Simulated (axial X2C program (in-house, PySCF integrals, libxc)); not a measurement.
**Which molecule has these constants?**

Computed with an axial X2C code built on PySCF integrals, spin-free (one-electron X2C) or two-component (2c: spin–orbit coupling with atomic mean-field Coulomb and Gaunt terms, which also bring small scalar terms), in Dyall basis sets with cores contracted in-house; open shells are unrestricted.

A two-component CCSD(T) calculation in a Dyall 3-zeta basis gave Re = 1.854 Å, ωe = 1517.4 cm⁻¹, Ω = 3/2.

Question: Which molecule is it?
A. AsH⁻
B. SbH⁻
C. PH⁻
D. BiH⁻

Answer: D. The others have PH⁻ 1.443 Å and 2238.2 cm⁻¹ (Ω = 3/2); AsH⁻ 1.548 Å and 2023.7 cm⁻¹ (Ω = 3/2); SbH⁻ 1.746 Å and 1782.9 cm⁻¹ (Ω = 3/2).

Frozen shells (counts by l): BiH⁻ Bi 5s4p3d1f, H none, 7 electrons correlated; PH⁻ P 2s1p, H none, 7 electrons correlated; AsH⁻ As 3s2p1d, H none, 7 electrons correlated; SbH⁻ Sb 4s3p2d, H none, 7 electrons correlated. Coupled cluster in natural virtuals with an MP2 remainder. Where the outer core of a metal is frozen, bonds come out longer and ionisation energies lower.

Each entry is the lowest single determinant of a limited PBE0 search at one distance. De goes to single-determinant-based atoms at the same level (for ions the charge split of lowest energy) and is withheld (n/a) where an atom does not fit its ground term or J level. Main or longest-lived isotopes.
